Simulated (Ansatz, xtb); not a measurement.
C2BO−: which of two structures lies lower

Structure a is `[C+]#[B-][C-]=O`, a singlet and structure b is a singlet given by its coordinates. Both are isolated ions in the gas phase, relaxed with B3LYP-D3(BJ)/def2-SVPD.

a (Å):

```xyz
4

C     0.0363    0.0003   -0.7503
C    -0.0549    0.0038    2.0343
B     0.0930   -0.0006    0.6544
O    -0.0142    0.0012   -1.9351
```

b (Å):

```json
{"atom": "C", "x (Å)": "0.0000", "y (Å)": "0.0000", "z (Å)": "-0.5804"}
{"atom": "C", "x (Å)": "0.0000", "y (Å)": "0.0000", "z (Å)": "0.6952"}
{"atom": "B", "x (Å)": "0.0000", "y (Å)": "0.0000", "z (Å)": "-2.0079"}
{"atom": "O", "x (Å)": "0.0000", "y (Å)": "0.0000", "z (Å)": "1.8931"}
```

Close contacts (Å): C1–C2 1.28, C1–B3 1.43, C2–O4 1.20.

Quicker runs give these differences E(b) − E(a): GFN2-xTB −1.342 eV; HF/STO-3G −1.578 eV (at GFN2-xTB geometries); r2SCAN-D4/def2-SVPD −1.316 eV (at GFN2-xTB geometries).

Q: Estimate E(b) − E(a) at the level CCSD(T)/def2-TZVPPD.

A: Calculated at CCSD(T)/def2-TZVPPD: E(b) − E(a) = −1.259 eV, so structure b lies lower.

The same difference at several levels:

```csv
level,geometry,E(b) − E(a) (eV),departure from the last row (eV),"job, with rough time for the two"
GFN2-xTB,GFN2-xTB,−1.342,−0.083,"optimisation, 0.61 s"
HF/STO-3G,GFN2-xTB,−1.578,−0.319,"single point, 8.7 s"
r2SCAN-D4/def2-SVPD,GFN2-xTB,−1.316,−0.057,"single point, 9.3 s"
B3LYP-D3(BJ)/def2-SVPD,B3LYP-D3(BJ)/def2-SVPD,−1.403,−0.144,"optimisation, 55 s"
HF/def2-TZVPPD,B3LYP-D3(BJ)/def2-SVPD,−2.221,−0.962,part of the CCSD(T) run
MP2/def2-TZVPPD,B3LYP-D3(BJ)/def2-SVPD,−1.072,+0.187,part of the CCSD(T) run
CCSD(T)/def2-TZVPPD,B3LYP-D3(BJ)/def2-SVPD,−1.259,,"single point, 2 min"
```

The levels shown agree on the order. The largest departure from CCSD(T)/def2-TZVPPD is that of HF/def2-TZVPPD, 0.962 eV.

With harmonic frequencies from B3LYP-D3(BJ)/def2-SVPD (ideal gas, rigid rotor, one conformer each, 298.15 K, 1 atm): on the last row, ΔE + ΔZPE = −1.230, ΔH = −1.231, ΔG = −1.205 eV.

The T1 diagnostic of structures a and b is large, so the coupled-cluster value is less sure. The correlated steps freeze 4 core orbitals. Mirror images aren't counted in ΔG. Programs: Ansatz 0.2.0, xtb 6.7.1; the last row on 1 thread of AMD EPYC (Zen 3) on a shared host.
